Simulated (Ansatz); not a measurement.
`F[Si](F)([SiH3])Br` + H–F → `F[Si](F)(F)[SiH3]` + HBr at 500 K and 1 bar (ligand exchange at the Si–Br bond).

Isolated molecules relaxed with PBE0-D4/def2-TZVP in Ansatz; ΔE leaves out vibrations. CCSD(T)/CBS is the MP2 limit (def2-TZVPP, def2-QZVPP) plus CCSD(T) − MP2 in def2-TZVPP, frozen cores. This one scheme is used for every species. For Br outer-core shells are correlated without core-valence functions, which leaves a few kJ/mol of doubt a bond. Scalar relativity is left out up to krypton.

```tsv
species	CCSD(T)/CBS energy (Eh)	H − E (kJ/mol)	S (J/(mol·K))
`F[Si](F)([SiH3])Br`	-3353.04613	133.5	438.5
H–F	-100.39570	39.4	188.7
`F[Si](F)(F)[SiH3]`	-879.54323	135.7	403.2
HBr	-2573.91920	30.5	213.7
```

H − E and S are ideal-gas, rigid-rotor, harmonic terms from PBE0-D4/def2-TZVP. 1 Eh = 2625.50 kJ/mol, R = 8.31446 J/(mol·K).

Q: By hand: ΔE, ΔH, ΔS and ΔG.

A: ΔE = (-879.54323) + (-2573.91920) − (-3353.04613) − (-100.39570) = -0.02060 Eh = -54.1 kJ/mol. Δ(H − E) = 135.7 + 30.5 − 133.5 − 39.4 = -6.7, so ΔH = -60.8 kJ/mol. ΔS = 403.2 + 213.7 − 438.5 − 188.7 = -10.3 J/(mol·K). ΔG = -60.8 − 500 × (-10.3)/1000 = -55.6 kJ/mol.

Q: By hand: the equilibrium constant, and the temperature at which ΔG would vanish if ΔH and ΔS stayed fixed.

A: log₁₀ K = −ΔG/(RT ln 10) = 5.8. ΔG = 0 at ΔH/ΔS = 5903 K, far beyond where these terms or the molecules hold.

The number of gas molecules stays the same, so ΔS is small and ΔH decides. A doubt of 5 kJ/mol in ΔE shifts log₁₀ K by 0.5 here. These are equilibria of isolated gas molecules and say nothing of rates. Largest T1 diagnostic: 0.013 (customary marks: 0.02 for closed shells, 0.045 for open ones).
